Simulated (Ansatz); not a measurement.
Input file for Ansatz (an electronic-structure program): R-CAM-B3LYP/def2-TZVPP on H2O4S (SMILES O=S(=O)(O)O).

Ansatz 0.2 input:
```yaml
crystal:
  periodic: [false, false, false]
  atoms:
    - {symbol: O, position_ang: [-0.73684812, 1.09062747, 0.30772499]}
    - {symbol: S, position_ang: [-0.25019054, -0.38810803, -0.03631263]}
    - {symbol: O, position_ang: [-0.74502996, -0.74490841, -1.32018741]}
    - {symbol: O, position_ang: [-0.47585258, -1.14890077, 1.14300039]}
    - {symbol: O, position_ang: [1.32018191, -0.18586008, -0.22307782]}
    - {symbol: H, position_ang: [-0.86133048, 1.58460158, -0.51766310]}
    - {symbol: H, position_ang: [1.74926978, -0.20735177, 0.64651559]}
basis:
  gaussian:
    orbitals: def2-TZVPP
hamiltonian:
  xc: {name: CAM-B3LYP}
scf: {lower_state_search: off}
```

What total energy does the run end on?

-700.3593 hartree.
